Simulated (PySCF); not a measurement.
C₂H₆Sn, SMILES [CH3][Sn][CH3] (connectivity only; charge and spin as stated), neutral, multiplicity 1. Atoms are numbered in the order given.

```xyz
9

Sn     0.0000     0.0000     0.4356
C     -1.6025    -0.0001    -1.1131
H     -1.4790    -0.8899    -1.7678
H     -1.4851     0.8965    -1.7596
H     -2.6234    -0.0053    -0.6844
C      1.6025     0.0001    -1.1131
H      1.4790     0.8899    -1.7678
H      1.4851    -0.8965    -1.7596
H      2.6234     0.0053    -0.6844
```

Geometry: PBE-D3(BJ)/def2-SVP. The def2 effective core potentials stand for the cores of Sn; spin–orbit coupling is left out.

Method: B3LYP/def2-TZVPD (PySCF).

Gas-phase values at a fixed geometry.

```
Property                                                                                                        Value
---------------------------------------------------------------------------------------------  ----------------------
total energy                                                                                       -294.21575 hartree
point group                                                                                                        C2
highest occupied level                                                                                       -5.87 eV
lowest empty level                                                                                           -2.66 eV
orbital gap                                                                                                   3.21 eV
dipole moment                                                                                                  0.14 D
quadrupole, principal values (traceless, Buckingham form, about the centre of nuclear charge)  -4.20, -2.38, 6.58 D·Å
mean static polarisability                                                                      78.4 bohr³ (11.61 Å³)
polarisability, principal values                                                               61.1, 85.0, 88.9 bohr³
```
